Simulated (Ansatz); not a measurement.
Basis-set extrapolation for `C=CN[SiH2]S` (PBE0-D4/def2-TZVP geometry, frozen core, Ansatz 0.2.0). Multiplicity 1, RHF reference.

```csv
,def2-TZVPP,def2-QZVPP
HF,-820.838695,-820.865496
MP2 correlation,-0.834945,-0.896042
CCSD(T) correlation,-0.928585,not run
```

Energies in hartree. Use E(X) = E(∞) + A·exp(−7.88·√X) for Hartree–Fock and E(X) = E(∞) + B·X^(−2.97) for correlation, with X = 3 and 4, and add CCSD(T) minus MP2 of the smaller set to the MP2 limit.

Question: What is the CCSD(T) energy at the basis-set limit?

Answer: HF limit: -820.865496 + (-0.026801) × 0.13774 = -820.86919. MP2 limit: -0.896042 + (-0.061097) × 0.74074 = -0.94130. Higher-order term: -0.928585 − (-0.834945) = -0.09364. Total: -821.90413 hartree, 85.9 kcal/mol below CCSD(T)/def2-TZVPP.
